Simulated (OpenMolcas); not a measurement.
Ag2+: effect of the basis set

```json
{
 "Program": "OpenMolcas 26.06",
 "Method": "SS-CASPT2, IPEA 0.25 Eh, imaginary shift 0.1 Eh (closed shells correlated: 4s 4p)",
 "Active space": "9 electrons in 6 orbitals (4d 5s)",
 "State averaging": "2S+1 = 2 even, 29 roots; 2S+1 = 4 even, 10 roots kept (CI in the orbitals of an earlier block)",
 "Spin-orbit coupling": "state interaction with AMFI integrals over the reference wave functions, term energies averaged over their components"
}
```

A. ANO-R1 [6s4p3d1f], X2C, finite nucleus; CASPT2 step roughly 4 core-seconds
B. ANO-R2 [7s5p4d2f1g], X2C, finite nucleus; CASPT2 step about 11 core-seconds
C. ANO-RCC-VTZP [7s6p4d2f1g], DKH2, point nucleus; CASPT2 step roughly 15 core-seconds
D. ANO-R3 [8s6p5d3f2g1h], X2C, finite nucleus; CASPT2 step roughly 25 core-seconds
E. ANO-RCC-VQZP [8s7p5d3f2g1h], DKH2, point nucleus; CASPT2 step about 22 core-seconds

Energies in cm⁻¹ above 4d⁹ ²D_5/2, the measured ground level; measured values from Moore, Atomic Energy Levels, vol. III, NSRDS-NBS 35 (1971 reprint of NBS Circular 467, 1958).

```tsv
Level	A	B	C	D	E	Measured
4d⁹ ²D_5/2	0.0	0.0	0.0	0.0	0.0	0.0
4d⁹ ²D_3/2	4850	4630	4630	4710	4700	4607
4d⁸ 5s ⁴F_9/2	64990	61510	61950	62000	60750	63250
4d⁸ 5s ⁴F_7/2	67520	63870	64280	64370	63130	65764
4d⁸ 5s ⁴F_5/2	69820	66120	66540	66670	65420	68145
4d⁸ 5s ⁴F_3/2	71020	67270	67710	67820	66580	69351
4d⁸ 5s ²F_7/2	74280	69690	69840	70060	68820	71691
4d⁸ 5s ⁴P_5/2 [54 %]	79410	74590	75040	75080	73900	
4d⁸ 5s ⁴P_1/2	82640	77640	78290	78240	77080	
4d⁸ 5s ²D_5/2 [61 %]	84440	79850	80340	80300	79180	82231
```

Deviations, from unrounded energies. A percentage is the sum of absolute deviations over the sum of measured energies, with the sign that they share, or ± where signs differ.

```json
{"Against measurement": "mean absolute deviation (cm-1)", "Levels": "7", "A": "1700", "B": "1700", "C": "1400", "D": "1300", "E": "2400"}
{"Against measurement": "fine structure of the ground term (%)", "Levels": "1", "A": "+5.2", "B": "+0.6", "C": "+0.4", "D": "+2.3", "E": "+2.0"}
{"Against measurement": "other configurations (%)", "Levels": "6", "A": "+2.8", "B": "-2.9", "C": "-2.3", "D": "-2.2", "E": "-3.9"}
```

C, D lie about equally close to measurement and E furthest from it. The largest miss of D in the table is 4d⁸ 5s ²D_5/2 [61 %], by -1900 cm-1. The ranking rests on the paired levels alone, and a cruder setting can come out closer through cancelling errors.

The two smallest mean deviations differ by little beside CASPT2's spread within terms, so their order carries little weight.

Among A to E the level of the table that moves most is 4d⁸ 5s ⁴P_1/2, by 5600 cm-1 (lowest in E, highest in A). Moves below CASPT2's spread within the term are not significant.

Term energies are means over components that CASPT2 splits; among the terms shown or strongly mixed into the levels shown the widest spread is 860 cm-1 (4d⁸ 5s ⁴F, D). Terms from blocks run as CI alone lack orbitals of their own. A single d shell beside an s shell can misplace configurations of different d count against each other. Measured partners are found by configuration, term and J. A level has none where our copy of the source lacks it or the pairing is in doubt (some pairs that miss far off the trend of their configuration count as doubtful), and it then counts in no deviation. Only configurations of the active space appear. Levels that lie high or do not pair safely by name in every column are left out.

A share in square brackets marks a mixed level and gives the weight of the term that names it, the lowest over the columns.
